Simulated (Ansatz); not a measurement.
One change: `CO[AsH][SiH3]` becomes `CO[AsH2]`.

Ansatz, PBE0-D4/def2-TZVP geometries, multiplicity 1. Each molecule was computed in one conformer, which needn't be the lowest.

Scalar relativity is left out up to krypton.

```tsv
property	`CO[AsH][SiH3]`
HOMO–LUMO gap (PBE0/def2-TZVPP) / eV	6.28
size of the dipole moment (B3LYP/def2-TZVPP) / D	0.76
zero-point energy (PBE0-D4/def2-TZVP) / kJ/mol	196.1
HOMO–LUMO gap (PBE/def2-TZVPP) / eV	4.17
ideal-gas entropy at 298 K and 1 bar (rigid rotor, harmonic PBE0-D4/def2-TZVP) / J/(mol·K)	367
LUMO energy (PBE/def2-TZVPP) / eV	-1.62
```

Q: Give the same properties after the change, and the shifts. (An estimate is asked.)

A: Ansatz gave: 
```json
{"property": "HOMO–LUMO gap (PBE0/def2-TZVPP) / eV", "`CO[AsH2]`": "7.43", "shift": "1.15"}
{"property": "size of the dipole moment (B3LYP/def2-TZVPP) / D", "`CO[AsH2]`": "1.31", "shift": "0.55"}
{"property": "zero-point energy (PBE0-D4/def2-TZVP) / kJ/mol", "`CO[AsH2]`": "151.5", "shift": "-44.6"}
{"property": "HOMO–LUMO gap (PBE/def2-TZVPP) / eV", "`CO[AsH2]`": "5.18", "shift": "1.01"}
{"property": "ideal-gas entropy at 298 K and 1 bar (rigid rotor, harmonic PBE0-D4/def2-TZVP) / J/(mol·K)", "`CO[AsH2]`": "296", "shift": "-71"}
{"property": "LUMO energy (PBE/def2-TZVPP) / eV", "`CO[AsH2]`": "-1.29", "shift": "0.33"}
```

With PBE0 the HOMO falls by 0.79 eV and the LUMO rises by 0.36 eV, so the gap widens by about 1.15 eV. PBE moves the HOMO by -0.68 eV and ωB97M-V by -0.86 eV. The zero-point energy changes by -44.6 kJ/mol with -9 modes. Dipoles are sizes alone; their direction can turn. Modes under 60 cm⁻¹, often nearly free rotors, make the harmonic entropy too high.

B3LYP here is the variant with VWN-RPA as its local correlation; programs differ in this.
